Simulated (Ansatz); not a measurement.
Molecule: LaBr3, net charge -1, doublet state. The spin state was set by rule; other spins were not relaxed. 
Structure (B3LYP-D3(BJ)/def2-TZVP (Ansatz, a first-principles code) minimum search):
```
La
Br 1 2.8770
Br 1 2.8770 2 120.00
Br 1 2.8770 2 120.00 3 -180.00
```
Charge -1, spin multiplicity 2.

Parts of the frozen-core correlation energy in def2-TZVPP (Ansatz, hartree). Frozen orbitals: 46; correlated occupied orbitals by spin: 13 and 12; virtual: 141 and 142. Open shells are spin-unrestricted. Spin-orbit coupling is left out. In def2 rows, elements after Kr have scalar-relativistic effective core potentials.

```tsv
term	value
reference (HF)	-7748.75404
MP2 opposite-spin	-0.39624
MP2 same-spin	-0.13603
CCSD correlation	-0.57577
(T)	-0.02357
T1 diagnostic	0.012
largest doubles amplitude	0.018
<S^2> of the reference	0.755
```
